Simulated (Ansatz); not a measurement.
`[CH3][Al]([CH3])[GaH2]` at its PBE0-D4/def2-TZVP geometry, where that method's forces vanish. The species carries charge 0 and has multiplicity 1.

```xyz
12

C     0.3905   -0.6689    1.8059
Al    0.0160   -0.0059   -0.0023
C    -1.6740   -0.5403   -0.8441
Ga    1.6314    1.5127   -1.2105
H     1.2651   -0.2190    2.2805
H    -0.4719   -0.5070    2.4620
H     0.5540   -1.7530    1.7745
H    -2.0142   -1.5191   -0.4926
H    -2.4558    0.1814   -0.5756
H    -1.6302   -0.5639   -1.9359
H     2.8054    0.9882   -2.1377
H     1.5837    3.0949   -1.1241
```

Task: What forces (eV/Å) does B3LYP-D4/def2-TZVPP give on these atoms in Ansatz? (An estimate is asked.)

Result: The calculation gave: 
```
C1   0.015 -0.026  0.068
Al2  0.029  0.024 -0.022
C3  -0.066 -0.016 -0.033
Ga4 -0.013 -0.013  0.011
H5  -0.041 -0.025 -0.011
H6   0.041 -0.010 -0.016
H7  -0.003  0.042  0.013
H8   0.005  0.041 -0.023
H9   0.022 -0.033 -0.017
H10 -0.012 -0.005  0.047
H11  0.011  0.011 -0.008
H12  0.012  0.010 -0.009
```

B3LYP here is the variant with VWN-RPA as its local correlation; programs differ in this.
